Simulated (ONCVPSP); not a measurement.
copper (Cu), ONCV: configuration errors across variants

- Element: copper
- Generator: ONCVPSP 4.0.1
- Type: optimised norm-conserving Vanderbilt (ONCV)
- Functional: PBE
- Relativity: scalar-relativistic
- Frozen core: [Ne] 3s2
- Valence charge: 17
- Reference configuration: 3p6 3d9 4s2
- Partial waves: 4s: rc 1.65 bohr, ncon 4, nbas 8, qcut 4.8 1/bohr, 2 projectors, debl 1.9 Ha; 3p: rc 0.90 bohr, ncon 4, nbas 8, qcut 13.8 1/bohr, 1 projector; 3d: rc 0.95 bohr, ncon 4, nbas 9, qcut 17.9 1/bohr, 2 projectors, debl 1.4 Ha
- Local potential: polynomial inside 0.90 bohr (lpopt 5, dvloc0 0 Ha)
- Core correction: none

All-electron excitation energies from the reference (eV): (1) 3p6 3d10 4s1 -1.972; (2) 3p6 3d10 4s0 6.178; (3) 3p6 3d9 4s0 27.511.

A true bound ghost makes a file unfit for plane-wave use even where its test errors are small: the radial tests pick states by their node count and pass the ghost by.

Errors AE − PS in meV (a dash: test not solved or not reliable):

| change | (1) | (2) | (3) | bound ghosts | GHOST(+) flags above zero |
| --- | --- | --- | --- | --- | --- |
| base | -50 | -108 | -35 | s | none |
| d: rc 0.68; local potential polynomial inside 0.68 bohr (lpopt 5, dvloc0 0 Ha) | -52 | -112 | -36 | s | s |
| d: rc 0.8; local potential polynomial inside 0.80 bohr (lpopt 5, dvloc0 0 Ha) | -50 | -109 | -35 | s | s |
| d: rc 0.88; local potential polynomial inside 0.88 bohr (lpopt 5, dvloc0 0 Ha) | -50 | -109 | -35 | s | none |
| d: rc 1 | -49 | -107 | -35 | s | none |
| d: rc 1.06 | -49 | -106 | -34 | s | none |
| d: rc 1.3 | -49 | -106 | -34 | s | none |
| d: rc 1.36 | -51 | -110 | -35 | s | none |

(1) Give the same row for: d: rc 1.16.

Results:

(1) -48, -104, -33; bound ghosts: s; GHOST(+) flags above zero: none.
